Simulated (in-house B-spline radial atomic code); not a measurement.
RPA and G0W0 on PBE: As

Configuration [Ar] 3d10 4s2 4p3, highest spin, mean-field start PBE. Computed with a B-spline radial code for spherical atoms: all electrons, non-relativistic, point nucleus, each spin shell either full or empty, empty states to l = 9 with an (l + 1/2)⁻⁴ tail; G0W0 by contour deformation at full frequency.

Command:
```bash
python run_gw.py task.json out
```
Settings (radii: box in bohr, nucleus in fm):
```
Z                        33
electrons                33
configuration            [Ar] 3d10 4s2 4p3
hamiltonian              nr
method                   pbe,pbe
lmax                     9
spin_polarised           True
box_radius               40
intervals                55
```

Run time, properties included: 4.5 s on 1 thread of Arm Neoverse N1, on a shared host.

Energies (hartree):

| term | value |
| --- | --- |
| mean-field total | -2235.53175 |
| Hartree-Fock functional on these orbitals | -2234.20994 |
| direct second order | -2.8398 |
| second-order exchange | 0.82856 |
| SOSEX correction | 0.74757 |

Q: What is the RPA correlation energy, and what remains with SOSEX?

A: RPA gives -2.3943 hartree (-1.97 eV per electron); RPA + SOSEX gives -1.6468, and the second-order doubles -2.0113 hartree (no singles). SOSEX takes back 31 % of the RPA value.

Quasi-particle levels (eV):

| level | occupied | mean field | Σx - vxc | Σc | QP weight | G0W0 |
| --- | --- | --- | --- | --- | --- | --- |
| 4p up | yes | -5.955 | -4.02 | ? | ? | ? |
| 4p down | no | -3.656 | 5.34 | -2.79 | 0.837 | -1.106 |

G0W0 = mean field + (Σx - vxc) + Σc, with Σc (partial-wave tail included) taken at the quasi-particle energy. Only the outer levels were computed. Levels of low weight are left out.

Q: Where does G0W0 put 4p up?

A: At -9.665 eV, with Σc = 0.31 eV and a quasi-particle weight of 0.787. The tabulated removal energy is 9.789 eV (NIST, measured); the calculation leaves out relativity, Breit and QED terms, and what these don't explain is the method's own error.
